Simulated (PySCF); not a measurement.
Si(F)(H)2(nPr) (C3H9FSi), SMILES CCC[SiH2]F. Atoms are numbered in the order given.

```xyz
14

Si     0.9882    -0.4624     0.0368
F      2.4454     0.1051    -0.4763
C     -0.3035     0.8809    -0.2449
C     -1.6293     0.6797     0.5115
C     -2.3821    -0.5941     0.1176
H      0.7106    -1.7213    -0.7359
H      1.1059    -0.7782     1.5038
H      0.1751     1.8381     0.0581
H     -0.4868     0.9656    -1.3392
H     -2.2844     1.5613     0.3403
H     -1.4291     0.6660     1.6057
H     -1.8015    -1.5106     0.3567
H     -3.3515    -0.6742     0.6491
H     -2.5933    -0.6174    -0.9721
```

Geometry optimised at PBE-D3(BJ)/def2-SVP. One conformer was computed; it need not be the lowest.

All values below come from B3LYP/def2-TZVP run with PySCF.

ESP charges are fitted to the potential on shells at 1.4 to 2.0 van der Waals radii. Atomic charges (e):

```csv
atom,meta-Löwdin,Mulliken,ESP fit,Löwdin
Si1,0.95,0.55,0.63,0.24
F2,-0.51,-0.35,-0.32,-0.05
C3,-0.45,-0.30,-0.35,-0.40
C4,-0.16,-0.16,0.14,-0.31
C5,-0.32,-0.34,-0.31,-0.31
H6,-0.12,-0.07,-0.13,-0.05
H7,-0.13,-0.07,-0.12,-0.05
H8,0.12,0.12,0.10,0.15
H9,0.11,0.11,0.11,0.14
H10,0.10,0.10,0.01,0.13
H11,0.10,0.10,0.01,0.14
H12,0.10,0.11,0.07,0.12
H13,0.11,0.12,0.08,0.12
H14,0.10,0.11,0.09,0.12
```

Computed Mayer and Wiberg (Löwdin basis) orders of the bonds:
| bond | Mayer | Wiberg |
|---|---|---|
| Si1–F2 | 1.03 | 1.65 |
| Si1–C3 | 0.98 | 1.15 |
| C3–C4 | 0.95 | 1.25 |
| C4–C5 | 0.97 | 1.29 |
| Si1–H6 | 0.93 | 0.94 |
| Si1–H7 | 0.93 | 0.94 |
| C3–H8 | 0.94 | 0.84 |
| C3–H9 | 0.94 | 0.84 |
| C4–H10 | 0.96 | 0.85 |
| C4–H11 | 0.97 | 0.85 |
| C5–H12 | 0.97 | 0.90 |
| C5–H13 | 0.97 | 0.91 |
| C5–H14 | 0.97 | 0.91 |
